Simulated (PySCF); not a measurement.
## Mo (molybdenum, neutral): UHF calculation

Configuration: [Kr] 4d5 5p1, high-spin 7P determinant (an excited configuration). Computed with PySCF 2.14 in aug-cc-pVTZ-PP with one added diffuse shell each of s, p, d, f, g type with ECP28MDF (7s7p6d4f3g, 113 functions), with a scalar-relativistic core potential.

| Property | Result |
| --- | --- |
| Total energy | -67.239596 hartree |
| One-electron energy | -115.5258 hartree |
| Hartree (Coulomb) energy | 55.6742 hartree |
| Exchange energy | -7.3880 hartree |
| ⟨S²⟩ | 12.0019 |
| ⟨L²⟩ | 2.358 |
| Sum of ⟨r⟩ | 24.52 bohr |
| Sum of ⟨r²⟩ | 66.55 bohr² |
| Traceless quadrupole moment −½Σ⟨3z² − r²⟩ along its main axis | -13.7 e·bohr² |

```tsv
shell	electrons	mean orbital energy (eV)	spread (eV)	rms radius, mean of both spins (bohr)
4s α	1	-83.679	0	1.20
4s β	1	-77.262	0	1.20
4p α	3	-53.699	0.277	1.34
4p β	3	-45.127	0.096	1.34
4d α	5	-10.950	0.473	2.09
5p α	1	-3.581	0	5.56
```

Energies and moments cover only the electrons outside the core potential.
